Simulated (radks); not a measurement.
Question: The argon ion Ar5+, configuration [Ne] 3s2 3p1. Method: scalar-relativistic Kohn-Sham, r2SCAN, spin-polarised, spherical densities, finite nucleus; open shells are filled with parallel spins first; meta-GGA in the generalised Kohn-Sham scheme; Fermi nuclear charge, rms radius 3.4274 fm; computed with a radial shooting solver on a logarithmic mesh with Libxc functionals. Some entries of the table are withheld. Estimate them.

| orbital | occ. | eigenvalue (eV) | <1/r> (bohr^-1) |
|---|---|---|---|
| 1s up | 1 | -3230.164 | 17.69 |
| 1s down | 1 | -3229.726 | 17.70 |
| 2s up | 1 | (1) | 3.585 |
| 2s down | 1 | (2) | 3.584 |
| 2p up | 3 | -323.6417 | (3) |
| 2p down | 3 | -323.1261 | (4) |
| 3s up | 1 | -100.4005 | 1.139 |
| 3s down | 1 | -97.4830 | 1.135 |
| 3p up | 1 | -82.9479 | 1.057 |
| 3p down | 0 | -80.2250 | 1.053 |

Answer: 
(1) 2s up eigenvalue (eV): -392.4522
(2) 2s down eigenvalue (eV): -392.1850
(3) 2p up <1/r> (bohr^-1): 3.474
(4) 2p down <1/r> (bohr^-1): 3.473
